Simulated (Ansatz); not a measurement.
Born–Oppenheimer molecular dynamics of FGeH$_{7}$O$_{2}$ (11 atoms, charge 0, multiplicity 1). It starts at the highest image of a converged band, a first-order saddle point between two minima.

Level of theory: RKS B3LYP-D4/def2-SVP in Ansatz.

```yaml
ensemble: NVE (velocity Verlet)
time_step: 0.5 fs
steps_asked: 200
starting_velocities_drawn_for: 300 K
seed: 7383
```

First frame:

```xyz
11
Properties=species:S:1:pos:R:3
Ge -0.761 1.117 -0.502
O 0.876 0.073 -0.552
H -1.917 0.596 -1.370
H -1.021 1.980 0.747
H -0.022 2.136 -1.468
H -0.190 -1.185 1.140
F -1.207 -0.465 0.724
H 1.048 -0.783 0.270
O 0.816 -1.583 1.148
H 1.633 0.574 -0.882
H 0.746 -2.460 0.744
```

(1) How far do the bonds stretch over the last three quarters of this one trajectory? (Pairs bonded in most of those frames.)

## Answers

(1) 
| bond | mean (Å) | spread (Å) | shortest | longest |
| --- | --- | --- | --- | --- |
| Ge1–O2 | 1.828 | 0.034 | 1.78 | 1.90 |
| Ge1–H3 | 1.541 | 0.047 | 1.47 | 1.61 |
| Ge1–H4 | 1.531 | 0.012 | 1.51 | 1.56 |
| Ge1–H5 | 1.557 | 0.021 | 1.52 | 1.60 |
| O2–H10 | 0.969 | 0.018 | 0.94 | 1.00 |
| H6–F7 | 0.977 | 0.041 | 0.91 | 1.08 |
| H8–O9 | 0.993 | 0.030 | 0.94 | 1.06 |
| O9–H11 | 0.968 | 0.006 | 0.96 | 0.98 |

Mean temperature of the second half: 524 K. The conserved energy stayed within 0.19 meV per atom of its start (net change 0.055 meV per atom), so the integration is sound. The system heated up, since it started high on the potential surface and ran downhill. A run of 0.1 ps of so small a system gives no equilibrium averages. The orbitals stay closed-shell, which can raise the energy where a bond breaks towards radicals; this wasn't checked here.

Run time: 8.8 min on 2 threads of Arm Neoverse V1, with other jobs on the host, peak memory 0.25 GiB.
